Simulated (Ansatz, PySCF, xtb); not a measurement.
Noncovalent pair: CHN (SMILES C#N) (first 3 atoms) with HI (SMILES I); geometry from B3LYP-D3(BJ)/def2-TZVP, rigid monomers moved along the line of their centres of mass till N2···H5 is 3.15 Å.
(charge 0, multiplicity 1):
```json
[
 {"atom": "C", "x (Å)": "1.1080", "y (Å)": "-0.1674", "z (Å)": "1.0391"},
 {"atom": "N", "x (Å)": "0.2294", "y (Å)": "0.0163", "z (Å)": "1.7496"},
 {"atom": "H", "x (Å)": "1.9270", "y (Å)": "-0.3386", "z (Å)": "0.3768"},
 {"atom": "I", "x (Å)": "-3.4203", "y (Å)": "0.8021", "z (Å)": "4.7147"},
 {"atom": "H", "x (Å)": "-2.1807", "y (Å)": "0.5323", "z (Å)": "3.7052"}
]
```

Monomers are frozen at their geometry in the pair; levels with a basis set take the counterpoise correction.

Programs: Ansatz (an electronic-structure program) with Gaussian orbitals; PySCF for the dispersion terms; xtb for the GFN methods.  In def2 rows elements past Kr take small-core potentials, without spin–orbit coupling.

One of these levels gives -61.0 meV for the interaction energy. Which one is it?
A) GFN1-xTB
B) HF/def2-SVPD
C) PBE-D3(BJ)/def2-TZVPPD

B, HF/def2-SVPD. The others give -27.9 (GFN1-xTB), -74.4 (PBE-D3(BJ)/def2-TZVPPD)
